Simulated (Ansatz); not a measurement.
Program: Ansatz 0.2.0.

A structure relaxed at PBE0-D4/def2-TZVP, charge 0, multiplicity 1:

```xyz
14

C    -2.2085    0.6782    0.9720
B    -1.3066   -0.6007    1.0838
N    -0.0675   -0.7454    0.4204
Al    0.8345    0.3653   -0.6796
C     2.5417   -0.2420   -1.3933
H    -1.8174    1.4754    0.3361
H    -3.2007    0.3992    0.5987
H    -2.3860    1.0938    1.9707
H    -1.6854   -1.5168    1.7723
H     0.3828   -1.6338    0.6022
H     0.2216    1.7812   -1.0295
H     2.8267   -1.2384   -1.0464
H     2.5187   -0.2649   -2.4880
H     3.3461    0.4488   -1.1194
```

**Question.** Give its formula and SMILES.

**Answer.** C2H9AlBN, `CB[NH][AlH][CH3]`.

**Question.** Point group (tolerance 0.08 Å, 0.16 Å for H)?

**Answer.** Cs.

**Question.** Summarise the bond lengths by kind.

**Answer.** 1 × B–C 1.569 Å; 6 × C–H 1.092 to 1.096 Å; 1 × B–N 1.413 Å; 1 × B–H 1.207 Å; 1 × Al–N 1.805 Å; 1 × H–N 1.012 Å; 1 × Al–C 1.948 Å; 1 × Al–H 1.582 Å.
